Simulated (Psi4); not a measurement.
Calculation: SAPT0/jun-cc-pVDZ, frozen core run with Psi4.

Psi4 input:

```
molecule {
0 1
Si 0.19229893 1.37435077 1.28551859
H -0.47942256 2.15681548 0.16393659
Si 0.09554992 -0.57113625 -0.11159984
H 0.85557001 -0.30946875 -1.36555709
H -1.31900611 -0.85262760 -0.48209138
H 0.65500981 -1.79793365 0.50979312
--
0 1
H 3.09124329 -0.01818630 0.73366783
H 3.83197971 -0.01541480 0.80149038
units angstrom
symmetry c1
no_reorient
no_com
}
set basis jun-cc-pvdz
set scf_type df
set freeze_core true
energy('sapt0')
```

Part of the output:

```
    SAPT Results
  --------------------------------------------------------------------------------------------------------
    Electrostatics                  0.11116435 [mEh]       0.06975668 [kcal/mol]       0.29186197 [kJ/mol]
      Elst10,r                      0.11116435 [mEh]       0.06975668 [kcal/mol]       0.29186197 [kJ/mol]

    Exchange                        1.87537425 [mEh]       1.17681511 [kcal/mol]       4.92379442 [kJ/mol]
      Exch10                        1.87537425 [mEh]       1.17681511 [kcal/mol]       4.92379442 [kJ/mol]
      Exch10(S^2)                   1.87058245 [mEh]       1.17380821 [kcal/mol]       4.91121353 [kJ/mol]

    Induction                      -0.42555679 [mEh]      -0.26704092 [kcal/mol]      -1.11729921 [kJ/mol]
      Ind20,r                      -0.45547612 [mEh]      -0.28581558 [kcal/mol]      -1.19585239 [kJ/mol]
      Exch-Ind20,r                  0.25716945 [mEh]       0.16137627 [kcal/mol]       0.67519830 [kJ/mol]
      delta HF,r (2)               -0.22725012 [mEh]      -0.14260161 [kcal/mol]      -0.59664512 [kJ/mol]

    Dispersion                     -1.10903469 [mEh]      -0.69592977 [kcal/mol]      -2.91177016 [kJ/mol]
      Disp20                       -1.18848586 [mEh]      -0.74578614 [kcal/mol]      -3.12036921 [kJ/mol]
      Exch-Disp20                   0.07945118 [mEh]       0.04985637 [kcal/mol]       0.20859904 [kJ/mol]
      Disp20 (SS)                  -0.59424293 [mEh]      -0.37289307 [kcal/mol]      -1.56018460 [kJ/mol]
      Disp20 (OS)                  -0.59424293 [mEh]      -0.37289307 [kcal/mol]      -1.56018460 [kJ/mol]
      Exch-Disp20 (SS)              0.04045772 [mEh]       0.02538760 [kcal/mol]       0.10622173 [kJ/mol]
      Exch-Disp20 (OS)              0.03899346 [mEh]       0.02446876 [kcal/mol]       0.10237731 [kJ/mol]

  Total HF                          1.56098181 [mEh]       0.97953088 [kcal/mol]       4.09835718 [kJ/mol]
  Total SAPT0                       0.45194713 [mEh]       0.28360110 [kcal/mol]       1.18658702 [kJ/mol]
```
